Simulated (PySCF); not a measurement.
Job file and geometry (Å, from GFN2-xTB) of an NMR shielding run on SMILES OB1OCc2cc(F)ccc21, C$_{7}$H$_{6}$BFO$_{2}$, GIAO PBE0/pcSseg-1 NMR shielding, non-relativistic, gas phase in PySCF 2.14.0, density-fitted response routines; density fitting, a coarse starting grid and PySCF grid level 2 are the driver's defaults:

```
$ OMP_NUM_THREADS=1 python probes_run.py task.json out

{"job": {"kind": "nmr", "xc": "PBE0", "basis": "pcSseg-1"}, "charge": 0, "multiplicity": 1}
O     -2.702956     1.649284    -0.315372
B     -1.853363     0.616034    -0.228619
O     -2.219751    -0.683133    -0.504298
C     -1.132515    -1.568931    -0.334668
C      0.040127    -0.735052     0.092556
C      1.324262    -1.154660     0.380703
C      2.229610    -0.179588     0.762647
F      3.494773    -0.552251     1.052745
C      1.893388     1.161390     0.860981
C      0.600981     1.557769     0.564425
C     -0.336557     0.610333     0.177522
H     -3.590674     1.411900    -0.584672
H     -0.946015    -2.086283    -1.282912
H     -1.400164    -2.316117     0.421516
H      1.627169    -2.188163     0.319688
H      2.644471     1.872293     1.167901
H      0.320216     2.597203     0.633222
```

Question: Write the output of this run.

Answer: 
```
coarse grid: 15672 points
cycle   1  E = -544.7077672184  dE =  2.213e+00  |g| = 9.081e-01  |ddm| = 4.191e+00
cycle   2  E = -544.5672085928  dE =  1.406e-01  |g| = 1.274e+00  |ddm| = 1.626e+00
cycle   3  E = -544.8565674744  dE = -2.894e-01  |g| = 1.133e-01  |ddm| = 1.037e+00
cycle   4  E = -544.8590669668  dE = -2.499e-03  |g| = 5.689e-02  |ddm| = 1.659e-01
cycle   5  E = -544.8598408003  dE = -7.738e-04  |g| = 1.888e-02  |ddm| = 7.211e-02
cycle   6  E = -544.8599258974  dE = -8.510e-05  |g| = 4.181e-03  |ddm| = 2.126e-02
cycle   7  E = -544.8599298976  dE = -4.000e-06  |g| = 1.280e-03  |ddm| = 4.890e-03
final grid: 155920 points
cycle   8  E = -544.9497484234  dE = -4.671e-05  |g| = 1.215e-02  |ddm| = 4.517e-02
cycle   9  E = -544.9497139998  dE =  3.442e-05  |g| = 1.853e-02  |ddm| = 2.533e-02
cycle  10  E = -544.9497775865  dE = -6.359e-05  |g| = 1.406e-03  |ddm| = 1.566e-02
cycle  11  E = -544.9497779925  dE = -4.060e-07  |g| = 3.799e-04  |ddm| = 1.470e-03
cycle  12  E = -544.9497780188  dE = -2.632e-08  |g| = 1.686e-04  |ddm| = 4.510e-04
cycle  13  E = -544.9497780250  dE = -6.123e-09  |g| = 3.256e-05  |ddm| = 1.695e-04
cycle  14  E = -544.9497780251  dE = -1.849e-10  |g| = 1.640e-05  |ddm| = 3.877e-05
converged SCF energy = -544.9497780251

GIAO shielding tensors (ppm)
atom      isotropic    diamagn.    paramagn.     s11        s22        s33       span
  0 O      238.042     384.141    -146.098    141.410    268.175    304.543    163.133
  1 B       70.585     200.009    -129.424     57.281     75.878     78.596     21.315
  2 O      190.914     394.200    -203.286     42.486    263.871    266.385    223.899
  3 C      112.224     244.826    -132.602     82.250    101.184    153.237     70.986
  4 C       22.790     265.730    -242.940    -76.356     -3.117    147.843    224.199
  5 C       73.744     251.100    -177.356     -4.251     57.038    168.444    172.695
  6 C       11.753     256.042    -244.289    -73.862     27.165     81.955    155.818
  7 F      282.768     478.253    -195.484    198.478    294.674    355.154    156.676
  8 C       66.905     256.949    -190.044    -17.868     50.869    167.712    185.580
  9 C       47.550     254.299    -206.749    -58.703     23.656    177.696    236.399
 10 C       54.597     254.785    -200.188    -35.579     14.305    185.066    220.645
 11 H       27.183      29.290      -2.106     20.233     23.524     37.793     17.559
 12 H       26.432      28.739      -2.307     21.167     26.762     31.366     10.200
 13 H       26.439      28.368      -1.929     21.167     26.774     31.376     10.209
 14 H       24.476      31.176      -6.700     20.474     24.812     28.143      7.669
 15 H       24.328      29.324      -4.996     20.589     25.209     27.187      6.598
 16 H       23.547      31.587      -8.040     19.517     23.714     27.410      7.893
```

Size and cost of the density-fitted run: 217 basis functions, 61 s wall time on 1 thread of an Intel Xeon Platinum 8375C, shared host; peak memory 1 GiB.
